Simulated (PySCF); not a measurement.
Gas-phase reaction: 3 WO2Cl2 + 2 HOCl = 2 WOCl4 + WO2(OH)2 + 2 O

Computed with PySCF (xtb for GFN2) and rigid-rotor harmonic-oscillator thermochemistry at 1 bar. † marks an energy on the PBE0/def2-TZVP geometry and frequencies; other levels use their own. MP2 freezes the core. Open shells (unrestricted): O (multiplicity 3, electronic degeneracy 9); the rest are closed-shell singlets. GFN2 has no spin-polarisation term. Spin-orbit splitting is ignored; it lowers the true energy and changes the entropy of O. W: scalar-relativistic def2 core potential, no spin-orbit coupling. No R ln 2 is added for the mirror-image form of WO2(OH)2. MP2 isn't extrapolated to the basis-set limit; its ΔH°(298 K) is 459.5 kJ in def2-SVP and 505.7 kJ in def2-TZVPP. The harmonic model lacks anharmonicity and excited electronic states, which grow with temperature; levels with a mode under 35 cm⁻¹ are left out. Soft modes under 120 cm⁻¹ make the harmonic entropy rough for WO2Cl2, WOCl4. Warning, point group unlike the PBE0 one: WO2(OH)2 (GFN2-xTB).

```csv
level,"ΔE electronic, kJ","ΔH°(298 K), kJ","ΔS°(298 K), J/K","ΔG°(1800 K), kJ"
GFN2-xTB,898,890,-38,889
M06-2X/def2-TZVP†,443,438,-65,493
MP2/def2-SVP†,465,460,-65,514
MP2/def2-TZVPP†,511,506,-65,560
PBE/def2-SVP,485,481,-61,529
PBE/def2-TZVP†,529,524,-65,578
PBE0/def2-QZVP†,430,425,-65,479
PBE0/def2-SVP†,379,374,-65,428
LDA/def2-TZVP†,607,602,-65,657
ωB97M-V/def2-TZVP†,437,432,-65,487
ωB97X-V/def2-TZVP†,447,442,-65,497
```
ΔH° is lowest at PBE0/def2-SVP† and highest at GFN2-xTB. No reference value is set beside these.
